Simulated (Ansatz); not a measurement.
The lowest singlet and triplet of AsH (SMILES [AsH]); geometries from B3LYP-D3(BJ)/def2-TZVP, each state relaxed from the structure named, with no frequency check, low spin by broken symmetry.
Singlet at the triplet's geometry (charge 0, multiplicity 1):
```json
[
 {"atom": "As", "x (Å)": "0.0000", "y (Å)": "0.0000", "z (Å)": "-0.0452"},
 {"atom": "H", "x (Å)": "0.0000", "y (Å)": "0.0000", "z (Å)": "1.4904"}
]
```

A positive gap puts the triplet lower; no zero-point energy. R- takes a restricted singlet, here one determinant of a half-filled degenerate or near-degenerate pair, which mixes singlet states. The triplet is unrestricted in single-reference levels. Active spaces average the two states.

Cores are frozen in the correlated methods. Filled d and f shells under p-block atoms count as core.

Codes used: Ansatz (Gaussian basis) for Hartree–Fock, density functionals and correlated methods. Values without a source in brackets are computed.

| level | gap E(singlet) − E(triplet), vertical, at the triplet's geometry (kJ/mol) |
|---|---|
| R-HF/cc-pVDZ | 188.7 |
| R-PBE0/def2-TZVPP | 141.9 |
| R-MP2/cc-pVDZ | 158.6 |
| R-CCSD/cc-pVDZ | 134.8 |
| R-CCSD/cc-pVTZ | 121.4 |
| R-CCSDT/cc-pVTZ | 96.8 |
| SC-NEVPT2 on SA-CASSCF(6,5)/cc-pVDZ | 114.6 |
| FIC-NEVPT4(SD) on SA-CASSCF(6,5)/cc-pVTZ | (withheld) |
| FIC-MRCISD+Q on SA-CASSCF(6,5)/cc-pVQZ | (withheld) |

Q: What belongs in the gaps?

A: 
- FIC-NEVPT4(SD) on SA-CASSCF(6,5)/cc-pVTZ, gap E(singlet) − E(triplet), vertical, at the triplet's geometry (kJ/mol): 93.8
- FIC-MRCISD+Q on SA-CASSCF(6,5)/cc-pVQZ, gap E(singlet) − E(triplet), vertical, at the triplet's geometry (kJ/mol): 87.2

Doubts at one or more of the structures used: a restricted determinant that unrestricted orbitals would lower (R-HF/cc-pVDZ, R-PBE0/def2-TZVPP, R-MP2/cc-pVDZ, R-CCSD/cc-pVDZ, R-CCSD/cc-pVTZ, R-CCSDT/cc-pVTZ); other coupled-cluster roots lie near (R-CCSDT/cc-pVTZ).

Ansatz is a program for electronic structure.
